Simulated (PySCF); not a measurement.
## I(49+) (iodine, charge +49) across methods

[He] 2s2, closed-shell 1S. Calculation: PySCF 2.14, in an uncontracted even-tempered set (19 s from 26 bohr⁻², ratio 2.2; 8 p from 39 bohr⁻², ratio 2.4; 5 d from 120 bohr⁻², ratio 2.4; 5 f from 180 bohr⁻², ratio 2.4; 4 g from 260 bohr⁻², ratio 2.4); the spin-free X2C one-electron Hamiltonian (Gaussian nucleus).

| method | E (hartree) | mean ε 1s (eV) | mean ε 2s (eV) | Σ⟨r²⟩ (bohr²) | ⟨S²⟩ |
| --- | --- | --- | --- | --- | --- |
| PBE0 | -3571.43 | -37900.7 | -9144.9 | 0.03045 | 0.000 |
| LDA | -3566.22 | -37758.8 | -9114.8 | 0.03048 | 0.000 |
| B97-3 | -3571.53 | -37905.3 | -9147.3 | 0.03044 | 0.000 |
| UHF | -3571.30107 | -38185.4 | -9205.4 | 0.03046 | 0.000 |
| r2SCANh | -3571.38 | -37880.6 | -9137.0 | 0.03046 | 0.000 |
| r2SCAN | -3571.38 | -37846.7 | -9129.2 | 0.03046 | 0.000 |
| PBE | -3571.44 | -37805.7 | -9124.2 | 0.03045 | 0.000 |
